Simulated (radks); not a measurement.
Problem. The mean radii <r> (bohr) of the occupied orbitals of an atom or ion are listed with their occupations. Method: scalar-relativistic Kohn-Sham, LDA (Slater exchange, Perdew-Wang correlation), spin-polarised, spherical densities, finite nucleus; Fermi nuclear charge, rms radius of each element as measured or else 0.836 A^(1/3) + 0.57 fm; computed with a radial shooting solver on a logarithmic mesh with Libxc functionals.

| orbital | occ. | <r> |
|---|---|---|
| 1s up | 1 | 0.02365 |
| 1s down | 1 | 0.02365 |
| 2s up | 1 | 0.1011 |
| 2s down | 1 | 0.1011 |
| 2p up | 3 | 0.08885 |
| 2p down | 3 | 0.08885 |
| 3s up | 1 | 0.2667 |
| 3s down | 1 | 0.2667 |
| 3p up | 3 | 0.2648 |
| 3p down | 3 | 0.2648 |
| 3d up | 5 | 0.2419 |
| 3d down | 5 | 0.2419 |
| 4s up | 1 | 0.6001 |
| 4s down | 1 | 0.5999 |
| 4p up | 3 | 0.6319 |
| 4p down | 3 | 0.6315 |
| 4d up | 5 | 0.6810 |
| 4d down | 5 | 0.6797 |
| 5s up | 1 | 1.288 |
| 5s down | 1 | 1.287 |
| 5p up | 3 | 1.405 |
| 5p down | 1 | 1.407 |

Name the element and its charge. Open shells, if any, are filled with parallel spins first.

Solution. Z = 60, neodymium, charge +8: Nd8+ in [Kr] 4d10 5s2 5p4. The 1s radius gives Z: for a bare nucleus <r> = (2 gamma + 1)/(2Z) with gamma = sqrt(1 - (Z/c)^2), 0.02332 bohr for Z = 60, and screening makes it slightly larger (0.02365 here). The occupations add up to 52, and the charge is Z minus that.
